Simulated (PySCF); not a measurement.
HO3, multiplicity 2. Atoms are numbered in the order given.

```xyz
4

O     -0.2832    -1.1506     0.0000
O      0.5016     0.2092     0.0000
H      0.4887    -1.7454     0.0000
O     -0.2795     1.1595     0.0000
```
Charge 0, spin multiplicity 2.

Geometry optimised at TPSSh-D3(BJ)/def2-TZVP. The values are those of a single conformer.

Computed with ωB97X/def2-TZVPD in PySCF.

Mulliken values depend strongly on the basis, most of all with diffuse functions as here. ESP charges are fitted to the potential on shells at 1.4 to 2.0 van der Waals radii. Atomic charges (e):

```csv
atom,ESP fit,meta-Löwdin,Mulliken spin
O1,-0.40,…,-0.07
O2,0.06,…,0.40
H3,0.38,…,0.00
O4,-0.05,…,0.66
```

Question: Some entries are withheld; supply them. (The exact figures need the calculation; the answer reports its results.)

Answer: 
- O1, meta-Löwdin: -0.40
- O2, meta-Löwdin: 0.16
- H3, meta-Löwdin: 0.35
- O4, meta-Löwdin: -0.10
